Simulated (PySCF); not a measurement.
Correlation energy of Cl (chlorine, neutral)

[Ne] 3s2 3p5, 2P determinant. All numbers are calculated (PySCF 2.14, scalar relativity by spin-free X2C-1e, in cc-pVDZ-DK). Frozen: [Ne]; 7 electrons correlated.

MP2 pair energies summed by pair of shells (mhartree):

```
 pair  energy  share (%)
3p-3p  -72.13       65.6
3s-3p  -30.73       28.0
3s-3s   -7.01        6.4
```

Total MP2 correlation energy: -109.87 mhartree.

Same-spin part -27.67 and opposite-spin part -82.20 mhartree; SCS-MP2 scales them by 1/3 and 6/5 to -107.86 mhartree.

| level | correlation energy (mhartree) |
| --- | --- |
| CCSD | -126.61 |
| (T) | -1.15 |
| CCSD(T) | -127.76 |

Diagnostics: T1 = 0.0049, D1 = 0.0172, largest double amplitude 0.050.

Cost of the coupled-cluster step: 0.15 s of wall time on 1 thread of Neoverse-N1 (shared host), for 7 correlated electrons.
